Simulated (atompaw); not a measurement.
## Scattering properties, PAW (atompaw) potential for Mn (Z = 25)

| Quantity | Value |
| --- | --- |
| Element | manganese |
| Generator | atompaw 4.2.0.5 |
| Type | PAW |
| Functional | PBE |
| Relativity | scalar-relativistic |
| Frozen core | [Ar] |
| Valence charge | 7 |
| Reference configuration | 3d6 4s1 4p0 |
| Partial waves | 4s (bound): rc 3.00 bohr; 4s channel at 1.6 Ry: rc 2.40 bohr; 4p (bound, empty): rc 3.00 bohr; 4p channel at 1.95 Ry: rc 3.00 bohr; 3d (bound): rc 2.05 bohr; 3d channel at 0.3 Ry: rc 2.05 bohr |
| Local potential | ultrasoft scheme with l = 3 at -0.5 Ry, radius 2.05 bohr |
| Core correction | smooth core density matched at 2.25 bohr |
| Augmentation charge | besselshape compensation charge, radius 2.30 bohr; PAW radius 3.00 bohr; waves and projectors: custom polynom2 7 10 vanderbiltortho |

The phase is arctan(r·u′/u) with u = r·R(r), unwrapped; energies in Ry, scanned from -2 to 5 Ry. A pole is an energy at which the radial function vanishes at the test radius. The pseudo phase is shifted by a multiple of π to meet the all-electron one at the reference energy, and phase errors are pseudo minus all-electron; the curves can meet again beyond the range given. Levels narrower than the energy grid can be missing from the lists of poles. Where the grid stepped over a known ghost or core level, its pole and its step of π were put in at the level’s energy.

Q: For each channel, where are the poles, and over which energies does the pseudopotential scatter like the atom?

A:

| channel | radius (bohr) | reference energy (Ry) | poles, all-electron | poles, pseudo | unbroken range about the reference energy with phases within 0.05 rad | phase error 1 Ry above the reference energy (rad) |
| --- | --- | --- | --- | --- | --- | --- |
| s | 3.00 | -0.30 | 0.91 | -0.35, 0.92 | -0.3 to 3.1 | +0.001 |
| p | 3.00 | -0.07 | 1.72 | 1.72, 4.97 | below 3.4 | -0.001 |
| d | 3.00 | -0.25 | -0.14, 3.17 | -0.14, 3.15 | below 4.6 | +0.000 |

Note: ghost state, extra bound levels that the all-electron valence spectrum of the same l lacks: s at -4.8 eV. A true bound ghost makes a file unfit for plane-wave use.

Phases in the s channel:

```csv
E (Ry),all-electron,pseudo
-2.00,1.283,4.422
-1.76,1.253,4.392
-1.52,1.212,4.351
-1.28,1.153,4.291
-1.04,1.058,4.195
-0.80,0.883,4.019
-0.56,0.494,3.627
-0.32,-0.318,-0.317
-0.08,-0.988,-0.985
0.16,-1.278,-1.276
0.40,-1.420,-1.419
0.64,-1.505,-1.504
0.88,-1.564,-1.563
1.12,-1.610,-1.609
1.36,-1.649,-1.649
1.60,-1.687,-1.687
1.84,-1.726,-1.725
2.08,-1.769,-1.768
2.32,-1.823,-1.821
2.56,-1.895,-1.889
2.80,-2.004,-1.989
3.04,-2.193,-2.153
3.28,-2.570,-2.460
3.52,-3.260,-3.037
3.76,-3.883,-3.696
4.00,-4.198,-4.085
4.24,-4.359,-4.285
4.48,-4.453,-4.399
4.72,-4.515,-4.472
4.96,-4.559,-4.523
```
